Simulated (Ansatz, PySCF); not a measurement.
SeCl4, SMILES Cl[Se](Cl)(Cl)Cl.

Geometry optimised at PBE-D3(BJ)/def2-SVP. The isomer is the one that the SMILES or the coordinates give; other isomers of the formula were not compared.

Vertical ionisation energy (IE) and electron affinity (EA) in eV. Rows of orbital energies are one-electron estimates. Where ΔSCF, EOM or ADC give a negative EA the extra electron is unbound and the value depends on the basis.

| level | IE | EA |
|---|---|---|
| −ε(HOMO), −ε(LUMO), HF/def2-TZVP (PySCF) | 10.63 | 0.94 |
| −ε(HOMO), −ε(LUMO), PBE/def2-TZVP (PySCF) | 7.30 | 5.04 |
| ΔSCF, PBE/def2-SVPD (Ansatz), final states of multiplicity 2 and 2 | (withheld) | (withheld) |

Task: Some entries are withheld; supply them. (An estimate is asked for; the answer gives what the named calculation found.)

Result: 
- ΔSCF, PBE/def2-SVPD (Ansatz, a program for electronic structure), final states of multiplicity 2 and 2, IE: 10.26
- ΔSCF, PBE/def2-SVPD (Ansatz), final states of multiplicity 2 and 2, EA: 2.65

Task: What vertical singlet–triplet gap does ΔSCF give with PBE/def2-SVPD (Ansatz)? (The exact figures need the calculation; the answer reports its results.)

Result: 2.55 eV (triplet above singlet where positive).
